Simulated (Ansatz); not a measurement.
All numbers were calculated with Ansatz.

A structure relaxed at PBE0-D4/def2-TZVP, charge 0, multiplicity 1:

```tsv
atom	x (Å)	y (Å)	z (Å)
O1	2.410	0.513	-0.738
Si2	0.955	-0.175	-0.902
F3	0.168	0.461	-2.129
O4	0.050	0.084	0.422
Si5	-1.407	-0.020	1.135
Cl6	-2.368	-1.724	0.525
H7	2.481	1.437	-0.496
H8	1.164	-1.603	-1.158
H9	-1.207	-0.105	2.595
H10	-2.247	1.132	0.747
```

(1) Give its formula and SMILES.

(2) Summarise the bond lengths by kind.

Answers

(1) ClFH4O2Si2, `O[SiH](F)O[SiH2]Cl`.

(2) 3 × O–Si 1.618 to 1.625 Å; 1 × H–O 0.958 Å; 1 × F–Si 1.591 Å; 3 × H–Si 1.465 to 1.477 Å; 1 × Cl–Si 2.049 Å.
